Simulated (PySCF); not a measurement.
CH₆FNOSi, SMILES N[SiH](OC)F.

Coordinates come from a B3LYP-D3(BJ)/def2-SVP optimisation. This is a generated structure with no PubChem entry under its InChIKey; it may be hypothetical. Other conformers were not sampled.

The numbers are results of TDDFT-PBE/def2-SVPD (PySCF 2.14.0), not measurements.

Vertical excitations. Gas-phase values at a fixed geometry.

**Question.** List the lowest excited states. (The exact figures need the calculation; the answer reports its results.)

**Answer.** 
```csv
state,energy (eV),λ (nm),f,main pairs
S1,6.52,190,0.037,HOMO→LUMO 96 %
S2,6.71,185,0.001,HOMO→LUMO+1 95 %
S3,6.81,182,0.031,HOMO−1→LUMO 95 %
S4,7.09,175,0.010,HOMO−1→LUMO+1 98 %
S5,7.25,171,0.024,HOMO→LUMO+2 82 %
S6,7.33,169,0.015,HOMO−2→LUMO 93 %
S7,7.55,164,0.016,HOMO−1→LUMO+2 77 %
S8,7.66,162,0.007,HOMO−2→LUMO+1 89 %
S9,7.68,161,0.004,HOMO→LUMO+4 95 %
S10,7.73,160,0.048,"HOMO→LUMO+3 70 %, HOMO−1→LUMO+2 13 %"
T1,6.17,201,0,HOMO→LUMO 98 %
T2,6.64,187,0,"HOMO→LUMO+1 82 %, HOMO−1→LUMO 16 %"
T3,6.67,186,0,"HOMO−1→LUMO 83 %, HOMO→LUMO+1 17 %"
T4,6.89,180,0,HOMO→LUMO+2 96 %
```
Triplets are in the Tamm–Dancoff approximation, which puts them higher than full response would, so one can lie above its singlet here.
